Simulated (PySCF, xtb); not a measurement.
C₄H₅F₃, SMILES C(=C)(C)C(F)(F)F.

GFN2-xTB in xtb 6.7.1 at its own geometry gives an orbital gap of 5.19 eV and a dipole moment of 3.37 D.

Geometry: PBE0-D3(BJ)/def2-SVP.

Task: What does PBE/def2-TZVP run with PySCF give? (An estimate is asked for; the answer gives what the named calculation found.)

Result: gap 5.41 eV (levels -6.96 and -1.54 eV), dipole 2.14 D.
